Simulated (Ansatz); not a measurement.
Isolated molecules relaxed with PBE0-D4/def2-TZVP in Ansatz; ΔE leaves out vibrations. CCSD(T)/CBS adds triple-zeta CCSD(T) − MP2 to the extrapolated MP2 energy (def2 sets, frozen cores). DFT in def2-TZVPP. B3LYP here is the variant with VWN-RPA as its local correlation; programs differ in this. For Br outer-core shells are correlated without core-valence functions, which leaves a few kJ/mol of doubt a bond. Scalar relativity is left out up to krypton. One conformer a species, not always the lowest.

`N[Si](N)(O)O[SiH3]` + `O[SiH](Br)O[SiH3]` → `[SiH3]O[SiH](Br)O[SiH3]` + `N[Si](N)(O)O`  (ligand exchange at the Si–O bond)

`N[Si](N)(O)O[SiH3]`:

Z-matrix (Å, degrees):
```
Si
N 1 1.691
O 1 1.640 2 104.1
N 1 1.703 2 106.7 3 -126.9
O 1 1.645 2 118.0 3 115.8
H 2 1.004 1 122.5 3 168.4
H 2 1.005 1 121.8 3 -30.5
H 3 0.958 1 115.6 2 145.9
H 4 1.007 1 120.5 2 -160.1
H 4 1.007 1 120.2 2 53.4
Si 5 1.633 1 139.5 2 58.2
H 11 1.488 5 110.4 1 83.1
H 11 1.488 5 111.0 1 -37.5
H 11 1.485 5 108.5 1 -157.7
```

`O[SiH](Br)O[SiH3]`:

Z-matrix (Å, degrees):
```
Si
Br 1 2.228
O 1 1.616 2 107.5
O 1 1.623 2 109.8 3 122.8
H 1 1.468 2 109.6 3 -120.2
Si 3 1.645 1 145.6 2 1.0
H 4 0.959 1 119.3 2 -48.7
H 6 1.484 3 109.9 1 64.7
H 6 1.483 3 110.2 1 -56.2
H 6 1.482 3 107.3 1 -176.0
```

`[SiH3]O[SiH](Br)O[SiH3]`:

Z-matrix (Å, degrees):
```
Si
O 1 1.646
H 1 1.482 2 107.3
H 1 1.485 2 109.9 3 119.5
H 1 1.483 2 109.8 3 -119.7
Si 2 1.613 1 144.5 3 -168.8
O 6 1.613 2 111.4 1 85.4
Br 6 2.225 2 108.6 1 -34.2
H 6 1.468 2 109.5 1 -153.2
Si 7 1.646 6 144.3 2 -89.5
H 10 1.483 7 109.9 6 -69.8
H 10 1.482 7 107.3 6 170.5
H 10 1.485 7 109.9 6 50.9
```

`N[Si](N)(O)O`:

Z-matrix (Å, degrees):
```
Si
N 1 1.697
O 1 1.647 2 101.9
N 1 1.699 2 112.2 3 -125.3
O 1 1.648 2 115.2 3 119.1
H 2 1.004 1 122.0 3 -9.8
H 2 1.004 1 122.6 3 154.1
H 3 0.958 1 115.5 2 163.0
H 4 1.005 1 122.6 2 69.7
H 4 1.005 1 120.4 2 -134.8
H 5 0.958 1 115.3 2 -30.2
```

```csv
level,ΔE (kJ/mol),difference from CCSD(T)/CBS
PBE-D4,2.5,1.9
r2SCAN-D4,3.4,2.8
PBE0-D4,1.8,1.2
B3LYP-D4,0.7,0.1
ωB97X-V,1.5,0.9
ωB97M-V,1.9,1.3
B2PLYP,2.1,1.5
PBE,3.5,2.9
r2SCAN,3.6,3.0
PBE0,2.8,2.2
B3LYP,2.5,1.9
HF/def2-TZVPP,1.6,1.0
MP2/def2-TZVPP,1.5,0.9
SCS-MP2/def2-TZVPP,1.6,1.0
CCSD/def2-TZVPP,1.7,1.1
CCSD(T)/def2-TZVPP,2.1,1.5
HF/def2-QZVPP,1.2,0.6
MP2/def2-QZVPP,0.5,-0.1
SCS-MP2/def2-QZVPP,0.7,0.1
HF/CBS(def2),1.2,0.6
MP2/CBS(def2),0.0,-0.6
CCSD/CBS(def2),0.3,-0.3
CCSD(T)/CBS,0.6,0
```

Largest T1 diagnostic among the species: 0.011.
